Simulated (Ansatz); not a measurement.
Ideal-gas functions of `CC(F)I` at 400 K and 1 bar, from an Ansatz frequency run at PBE0-D4/def2-TZVP.

Molar mass 173.96 g/mol, point group C1 (symmetry number 1), electronic degeneracy 1, moments of inertia 55.964, 238.352, 281.435 u Å². Harmonic wavenumbers (cm⁻¹, unscaled): 250, 259, 273, 452, 560, 915, 1004, 1126, 1142, 1245, 1365, 1408, 1468, 1477, 3055, 3123, 3139, 3166.

Use S(trans) = R[1.5 ln M + 2.5 ln T − 1.1517]; rotational temperatures θ = 24.2544 K / I; S(rot) = R[ln(√π/σ · √(T³/θAθBθC)) + 1.5]; for each mode x = 1.438777 ν̃/T, S = R[x/(eˣ − 1) − ln(1 − e⁻ˣ)] and H = RT x/(eˣ − 1); 1 cm⁻¹ = 0.0119627 kJ/mol; R = 8.31446 J/(mol·K).

**Question.** By hand: the entropy, in J/(mol·K).

**Answer.** Translation 179.3. Rotation: θ = 0.4334, 0.1018, 0.0862 K, giving 115.1. Vibration, mode by mode: 9.47, 9.20, 8.79, 5.13, 3.77, 1.37, 1.06, 0.74, 0.71, 0.52, 0.36, 0.32, 0.27, 0.26, 0.00, 0.00, 0.00, 0.00, in all 42.0. Electronic 0.0. Sum 336.4 J/(mol·K).

**Question.** By hand: H − E and G − E in kJ/mol, counted from the electronic energy.

**Answer.** Zero-point energy ½ × 25427 × 0.0119627 = 152.1; thermal vibration 10.2; translation, rotation and pV give 4 RT = 13.3. H − E = 175.6 kJ/mol, and G − E = 175.6 − 400 × 336.4/1000 = 41.0 kJ/mol.

Vibration gives 12 % of the entropy. The sum counts one conformer and one mirror image; others add a mixing term.
